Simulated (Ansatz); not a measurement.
Stepwise reaction of `O[SiH](O)N[SiH3]` with water, as a gas-phase model of exchange steps in deposition or etching. ΔE in kJ/mol.

Isolated molecules relaxed with PBE0-D4/def2-TZVP in Ansatz; ΔE leaves out vibrations. CCSD(T)/CBS adds triple-zeta CCSD(T) − MP2 to the extrapolated MP2 energy (def2 sets, frozen cores). This one scheme is used for every species. Functionals use def2-TZVPP. B3LYP here is the variant with VWN-RPA as its local correlation; programs differ in this. One conformer a species, not always the lowest.

```json
{"step": "1", "reaction": "`O[SiH](O)N[SiH3]` + H₂O → `O[SiH2]N[SiH](O)O` + H₂", "PBE-D4": "-87.5", "B3LYP-D4": "-92.5", "ωB97M-V": "-93.0", "CCSD(T)/CBS": "-89.3"}
{"step": "2", "reaction": "`O[SiH2]N[SiH](O)O` + H₂O → `O[SiH2]N[Si](O)(O)O` + H₂", "PBE-D4": "-93.3", "B3LYP-D4": "-101.0", "ωB97M-V": "-103.3", "CCSD(T)/CBS": "-99.3"}
```

Question: By hand: ΔE of the 2 steps together at CCSD(T)/CBS.

Answer: (-89.3) + (-99.3) = -188.6 kJ/mol, or -94.3 kJ/mol a step.

In ΔE each step is lower than the one before. All are downhill at CCSD(T)/CBS. PBE-D4 differs from CCSD(T)/CBS by 1.8 to 6.0 kJ/mol a step. Only this route is followed, and other bonds may react first. Isolated molecules leave out the surface, adducts and barriers. Largest T1 diagnostic: 0.012.
